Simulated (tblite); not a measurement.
Species: C₈H₉O (doublet state).
Numbering: `[CH2:1]=[C:2]1[CH:3]=[CH:4][CH:5][C@@H:6]1[C:7]([CH3:8])=[O:9]` (hydrogens: H10, H11 on C1; H12 on C3; H13 on C4; H14 on C5; H15 on C6; H16, H17, H18 on C8)
Bond orders are those of one Lewis drawing.

Computed with GFN2-xTB (tblite), gas phase: L-BFGS steps from a force-field or distance-geometry start until the largest atomic force falls under 0.01 eV/Å.

Step 4: E = -699.0670 eV
```
atom  x, y, z in Å  |  force x, y, z in eV/Å
C1     -1.1862   -1.6248   -0.9970    0.011   0.002   0.056
C2     -0.9638   -0.4098   -0.4505    0.083   0.079  -0.015
C3     -1.3157    0.8376   -1.0190   -0.021  -0.033  -0.111
C4     -0.9690    1.8738   -0.1487   -0.008   0.075   0.039
C5     -0.3952    1.3762    0.9862   -0.051  -0.092  -0.083
C6     -0.3200   -0.1251    0.8982    0.052   0.047  -0.065
C7      1.1281   -0.6319    1.0439   -0.070   0.134  -0.109
C8      2.0912   -0.3149   -0.0751   -0.064  -0.008   0.040
O9      1.4861   -1.2321    2.0209   -0.125  -0.076   0.170
H10    -1.6741   -1.7073   -1.9542    0.046  -0.028   0.053
H11    -0.9147   -2.5378   -0.4993    0.037  -0.013   0.015
H12    -1.8073    0.9651   -1.9678    0.049  -0.054   0.041
H13    -1.1671    2.9107   -0.3663    0.077  -0.009   0.131
H14    -0.0953    1.9383    1.8524    0.101  -0.096  -0.056
H15    -0.9144   -0.5751    1.7077    0.197  -0.009  -0.088
H16     1.7943   -0.8323   -0.9856   -0.113   0.108   0.002
H17     2.1285    0.7564   -0.2634   -0.138  -0.046  -0.051
H18     3.0856   -0.6606    0.2059   -0.062   0.018   0.033
```

Step 5: E = -699.0756 eV
```
atom  x, y, z in Å  |  force x, y, z in eV/Å
C1     -1.1860   -1.6247   -0.9942    0.042   0.041   0.063
C2     -0.9601   -0.4073   -0.4519    0.034   0.032  -0.075
C3     -1.3157    0.8391   -1.0217    0.083  -0.048   0.089
C4     -0.9690    1.8752   -0.1462   -0.080  -0.046  -0.157
C5     -0.3982    1.3740    0.9829    0.050  -0.045   0.057
C6     -0.3169   -0.1211    0.8947    0.016  -0.061  -0.067
C7      1.1272   -0.6296    1.0458   -0.104   0.163  -0.227
C8      2.0880   -0.3156   -0.0729   -0.035   0.012   0.007
O9      1.4777   -1.2316    2.0222   -0.048  -0.141   0.281
H10    -1.6716   -1.7085   -1.9513    0.022  -0.026   0.022
H11    -0.9131   -2.5385   -0.4989    0.040  -0.003   0.033
H12    -1.8053    0.9622   -1.9666   -0.021  -0.017  -0.093
H13    -1.1631    2.9092   -0.3598    0.036   0.128   0.094
H14    -0.0914    1.9317    1.8469    0.113  -0.037   0.013
H15    -0.9046   -0.5756    1.7035    0.118  -0.025  -0.038
H16     1.7892   -0.8266   -0.9855   -0.113   0.052   0.002
H17     2.1220    0.7536   -0.2662   -0.117   0.013  -0.027
H18     3.0822   -0.6596    0.2075   -0.034   0.007   0.021
```

Step 6: E = -699.0817 eV
```
atom  x, y, z in Å  |  force x, y, z in eV/Å
C1     -1.1849   -1.6239   -0.9905    0.047   0.000   0.009
C2     -0.9559   -0.4048   -0.4544    0.017  -0.016  -0.056
C3     -1.3142    0.8405   -1.0225    0.050  -0.090   0.014
C4     -0.9700    1.8744   -0.1460   -0.092   0.068  -0.196
C5     -0.4006    1.3718    0.9800    0.131  -0.011   0.153
C6     -0.3136   -0.1183    0.8900   -0.013  -0.119  -0.049
C7      1.1255   -0.6263    1.0467   -0.069   0.060  -0.149
C8      2.0844   -0.3160   -0.0707   -0.009   0.031  -0.022
O9      1.4676   -1.2318    2.0255   -0.024  -0.084   0.193
H10    -1.6688   -1.7102   -1.9481    0.008  -0.023   0.012
H11    -0.9108   -2.5391   -0.4978    0.041   0.023   0.048
H12    -1.8039    0.9591   -1.9673   -0.030   0.004  -0.108
H13    -1.1588    2.9106   -0.3521    0.010   0.130   0.063
H14    -0.0856    1.9247    1.8421    0.113   0.015   0.060
H15    -0.8932   -0.5767    1.6987    0.024  -0.051   0.017
H16     1.7822   -0.8202   -0.9854   -0.104  -0.006   0.007
H17     2.1136    0.7513   -0.2693   -0.088   0.067   0.000
H18     3.0783   -0.6585    0.2095   -0.010   0.001   0.003
```

Step 7: E = -699.0854 eV
```
atom  x, y, z in Å  |  force x, y, z in eV/Å
C1     -1.1836   -1.6237   -0.9882    0.049  -0.025  -0.024
C2     -0.9526   -0.4038   -0.4565   -0.007  -0.041  -0.053
C3     -1.3132    0.8403   -1.0244    0.045  -0.025   0.022
C4     -0.9717    1.8754   -0.1479   -0.013  -0.014  -0.069
C5     -0.4004    1.3702    0.9795    0.084   0.044   0.025
C6     -0.3116   -0.1184    0.8862   -0.028  -0.087  -0.011
C7      1.1239   -0.6245    1.0467   -0.013  -0.055  -0.021
C8      2.0819   -0.3157   -0.0696   -0.003   0.037  -0.029
O9      1.4597   -1.2322    2.0290   -0.021   0.002   0.049
H10    -1.6667   -1.7117   -1.9456   -0.003  -0.025  -0.004
H11    -0.9085   -2.5390   -0.4963    0.043   0.030   0.058
H12    -1.8032    0.9569   -1.9690   -0.036   0.010  -0.119
H13    -1.1557    2.9135   -0.3458   -0.013   0.129   0.030
H14    -0.0796    1.9205    1.8401    0.108   0.039   0.081
H15    -0.8852   -0.5783    1.6959   -0.041  -0.068   0.045
H16     1.7757   -0.8161   -0.9853   -0.088  -0.037   0.017
H17     2.1064    0.7509   -0.2713   -0.064   0.083   0.020
H18     3.0755   -0.6577    0.2108    0.000   0.004  -0.017
```

Q: Estimate the geometry and energy of step 8. (The exact step hangs on the optimiser's Hessian estimate; all steps are aligned on step 7, rigid shifts and turns removed.)

A: E = -699.0880 eV, largest force 0.122 eV/Å
```
atom  x, y, z in Å  |  force x, y, z in eV/Å
C1     -1.1817   -1.6242   -0.9872    0.039  -0.046  -0.055
C2     -0.9503   -0.4037   -0.4589   -0.012  -0.037  -0.017
C3     -1.3118    0.8398   -1.0257   -0.010   0.021  -0.068
C4     -0.9726    1.8755   -0.1497    0.037   0.041   0.024
C5     -0.3991    1.3699    0.9787    0.066   0.041  -0.004
C6     -0.3107   -0.1199    0.8834   -0.036  -0.022   0.023
C7      1.1227   -0.6245    1.0466    0.016  -0.105   0.061
C8      2.0800   -0.3148   -0.0694   -0.011   0.030  -0.020
O9      1.4539   -1.2322    2.0321   -0.008   0.052  -0.051
H10    -1.6653   -1.7133   -1.9439   -0.007  -0.032  -0.014
H11    -0.9061   -2.5384   -0.4941    0.044   0.024   0.061
H12    -1.8032    0.9555   -1.9722    0.000   0.005  -0.052
H13    -1.1538    2.9179   -0.3410   -0.014   0.034   0.015
H14    -0.0734    1.9184    1.8404    0.081   0.021   0.033
H15    -0.8805   -0.5808    1.6948   -0.074  -0.065   0.042
H16     1.7695   -0.8140   -0.9848   -0.066  -0.044   0.028
H17     2.1002    0.7522   -0.2723   -0.047   0.066   0.035
H18     3.0735   -0.6571    0.2113   -0.001   0.016  -0.038
```

The energy changes by -0.0026 eV. The first-order estimate −F·Δx gives -0.0037 eV and the mean of the old and new forces, exact on a quadratic surface, -0.0026 eV. The step makes an angle of 55° with the force vector and moves no atom by more than 0.007 Å.

What follows is the cost of the whole relaxation. Time: 0.93 s of wall time. Hardware: one thread of an Intel Xeon Platinum 8375C at 2.90 GHz, no GPU, shared host with 128 logical CPUs at a one-minute load of 97.
